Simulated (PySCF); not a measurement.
# ¹⁹F chemical shifts

One computed conformer, no solvent, one averaged value for each set of equivalent atoms, non-relativistic Hamiltonian. Coordinates at the GFN2-xTB level; shieldings: GIAO PBE0/pcSseg-1; PySCF 2.14.

Shieldings were converted by a linear fit to measured shifts: ¹⁹F: δ = 146.13 − 0.903σ +14.6 on sp3 carbon (rms 6.0 ppm, 223 shifts, 7.0 ppm with the 5 outliers that the fit left out vs CFCl3, solution or neat liquid). A few per cent of atoms miss by over 2 rms, more outside the fitted compound classes.

Problem. Give the ¹⁹F shifts of `CP(C(F)=C(F)F)C(F)=C(F)F`, `O=C(F)/C=C\C(F)(F)F`, `FC(F)(F)OC1=CCNC1`.

Solution. 
| compound | environment | δ (ppm) |
| --- | --- | --- |
| [CH3:1][P:2]([C:3]([F:4])=[C:5]([F:6])[F:7])[C:8]([F:9])=[C:10]([F:11])[F:12] | F7/12: vinylic fluorine (×2) | -87.6 |
| [CH3:1][P:2]([C:3]([F:4])=[C:5]([F:6])[F:7])[C:8]([F:9])=[C:10]([F:11])[F:12] | F6/11: vinylic fluorine (×2) | -113.9 |
| [CH3:1][P:2]([C:3]([F:4])=[C:5]([F:6])[F:7])[C:8]([F:9])=[C:10]([F:11])[F:12] | F4/9: vinylic fluorine (×2) | -191.4 |
| [O:1]=[C:2]([F:3])/[CH:4]=[CH:5]\[C:6]([F:7])([F:8])[F:9] | F3: fluorine bonded to C | 45.8 |
| [O:1]=[C:2]([F:3])/[CH:4]=[CH:5]\[C:6]([F:7])([F:8])[F:9] | F7/8/9: fluorine of a CF3 group (×3) | -60.2 |
| FC(F)(F)OC1=CCNC1 | fluorine of an OCF3 group (×3) | -61.4 |

Problem. Order these by ¹⁹F shift, lowest first.
A. C#C/P=C(\F)N(C)C
B. CO[C@@]1(C#N)O[C@H]1C(F)(F)F
C. O=[P@@H]1C(F)=C1[SiH3]

Solution. B (-68.6 ppm, fluorine of a CF3 group), C (-57.6 ppm, vinylic fluorine), A (-32.5 ppm, fluorine bonded to C).
